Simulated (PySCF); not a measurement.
Ligands exchanged one at a time, B SiH3-I. Gas-phase values, no solvent. Strings in code marks are SMILES.

Computed with PySCF with PBE-D3(BJ)/def2-TZVP // r2SCAN-D4/def2-TZVP. All candidates: neutral, multiplicity 1. Excitations are Tamm–Dancoff values on a coarser integration grid. The basis has no diffuse functions, so Rydberg states are missing or too high.

HOMO: -6.47 eV
brightest of the four lowest singlets (TDA): 4.12 eV
T1 excitation (TDA): 2.75 eV

Problem. Identify which member has these values.
A) `IB(I)I`
B) `[SiH3]B(I)I`
C) `[SiH3]B([SiH3])I`

Solution. B, `[SiH3]B(I)I`. The others give `[SiH3]B([SiH3])I`: -6.11 eV, 4.47 eV, 2.10 eV; `IB(I)I`: -6.26 eV, 4.30 eV, 2.94 eV
